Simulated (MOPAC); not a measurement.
Job for MOPAC: AM1 on SbTe, 2S+1 = 2, a spin state set in the input, which need not be the lowest, a point of a bond scan (R = 2.534 Å).

```
AM1 1SCF PRECISE CHARGE=0 UHF MS=0.5 THREADS=1
SbTe

Sb     0.00000000 1     0.00000000 1     0.00000000 1
Te     0.00000000 1     0.00000000 1     2.53445900 1
```

It printed:

```
*******************************************************************************
 **                                                                           **
 **                              MOPAC v23.2.5                                **
 **                                                                           **
 *******************************************************************************
 ** MOPAC's Digital Object Identifier: https://doi.org/10.5281/zenodo.6511958 **
 **                                                                           **
 ** Please cite the open-source release paper for use of this MOPAC version:  **
 ** J. E. Moussa and J. J. P. Stewart (2026)                                  **
 ** MOPAC: An open-source semiempirical molecular orbital program             **
 ** J. Open Source Softw., 11(119), 8025, https://doi.org/10.21105/joss.08025 **
 *******************************************************************************

                              AM1 CALCULATION RESULTS

 *******************************************************************************
 *  AM1        - The AM1 Hamiltonian to be used
 *  UHF        - UNRESTRICTED HARTREE-FOCK CALCULATION
 *
 *
 *
 *                 CHARGE ON SYSTEM = 0
 *
 *
 *
 *  MS=        - IN MECI, MAGNETIC COMPONENT OF SPIN =  0.5
 *  PRECISE    - TIGHTER CRITERIA TO BE USED
 *  1SCF       - DO 1 SCF AND THEN STOP
 *  THREADS=1  - MULTI-THREADING NOT USED
 *  T=         - A TIME OF 172800.0 SECONDS REQUESTED
 *  DUMP=N     - RESTART FILE WRITTEN EVERY 7200.0 SECONDS REQUESTED
 *******************************************************************************
AM1 1SCF PRECISE CHARGE=0 UHF MS=0.5 THREADS=1
 SbTe

   ATOM   CHEMICAL          X               Y               Z
  NUMBER   SYMBOL      (ANGSTROMS)     (ANGSTROMS)     (ANGSTROMS)

     1      Sb          0.00000000  *   0.00000000  *   0.00000000  *
     2      Te          0.00000000  *   0.00000000  *   2.53445900  *



          CARTESIAN COORDINATES

    NO.       ATOM           X           Y           Z

     1        Sb          0.0000      0.0000      0.0000
     2        Te          0.0000      0.0000      2.5345

 Sb: (AM1): J. J. P. STEWART, J. MOL. MOD., 10, 155-164 (2004)
 Te: (AM1): J. J. P. STEWART, J. MOL. MOD., 10, 155-164 (2004)

           Empirical Formula: Sb Te  =     2 atoms



      MOLECULAR POINT GROUP   :   C*v


          UHF CALCULATION, NO. OF ALPHA ELECTRONS =    6
                           NO. OF BETA  ELECTRONS =    5

 -------------------------------------------------------------------------------
 AM1 1SCF PRECISE CHARGE=0 UHF MS=0.5 THREADS=1
 SbTe



     1SCF WAS SPECIFIED, SO BFGS WAS NOT USED
     SCF FIELD WAS ACHIEVED


                              AM1 CALCULATION
                                                       MOPAC v23.2.5 Linux




          FINAL HEAT OF FORMATION =         39.42338 KCAL/MOL =     164.94743 KJ/MOL


          COSMO AREA              =        115.14 SQUARE ANGSTROMS
          COSMO VOLUME            =        108.27 CUBIC ANGSTROMS

          IONIZATION POTENTIAL    =          7.299183 EV
          ALPHA SOMO LUMO (EV)    =         -8.216 -1.239
          BETA  SOMO LUMO (EV)    =         -7.299 -1.981
          NO. OF ALPHA ELECTRONS  =          6
          NO. OF BETA  ELECTRONS  =          5
          MOLECULAR WEIGHT        =        249.3500         POINT GROUP:  C*v

          MOLECULAR DIMENSIONS (Angstroms)

            Atom       Atom       Distance
           Te     2   Sb     1     2.53446
           Te     2   Sb     1     0.00000
           Sb     1   Te     2     0.00000


          SCF CALCULATIONS        =          1





   ATOM   CHEMICAL          X               Y               Z
  NUMBER   SYMBOL      (ANGSTROMS)     (ANGSTROMS)     (ANGSTROMS)

     1      Sb          0.00000000  *   0.00000000  *   0.00000000  *
     2      Te          0.00000000  *   0.00000000  *   2.53445900  *

                             CARTESIAN COORDINATES

   1   Sb        0.000000000     0.000000000     0.000000000
   2   Te        0.000000000     0.000000000     2.534459000


           Empirical Formula: Sb Te  =     2 atoms



      MOLECULAR POINT GROUP   :   C*v


          ALPHA EIGENVALUES
 -26.58614 -17.14805  -9.80495  -9.35577  -8.38015  -8.21592  -1.23878  -1.02179


           BETA EIGENVALUES
 -22.79008 -16.29289  -8.71513  -8.58689  -7.29918  -1.98097  -1.32698  -0.58252


              NET ATOMIC CHARGES AND DIPOLE CONTRIBUTIONS

  ATOM NO.   TYPE          CHARGE      No. of ELECS.   s-Pop       p-Pop
    1         Sb           0.081995        4.9180     1.96810     2.94990
    2         Te          -0.081995        6.0820     1.98301     4.09899
 DIPOLE           X         Y         Z       TOTAL
 POINT-CHG.     0.000     0.000    -0.998     0.998
 HYBRID         0.000    -0.000     0.473     0.473
 SUM            0.000    -0.000    -0.525     0.525


          ATOMIC ORBITAL ELECTRON POPULATIONS

     Atom    s        px        py        pz
    1 Sb   1.96810   1.91263   0.22527   0.81200
    2 Te   1.98301   1.08737   1.77473   1.23689


                    (SZ)    =    0.500000
                    (S**2)  =    0.823172


          ATOMIC ORBITAL SPIN POPULATIONS

    Atom   Total    s     px     py     pz
         Atomic
    1 Sb -0.2079  0.011  0.087 -0.115 -0.191
    2 Te  1.2079  0.002  0.913  0.115  0.178

 **********************
 *                    *
 * JOB ENDED NORMALLY *
 *                    *
 **********************




 == MOPAC DONE ==
```

The run finished.

Cost: roughly 0.020 core-seconds.
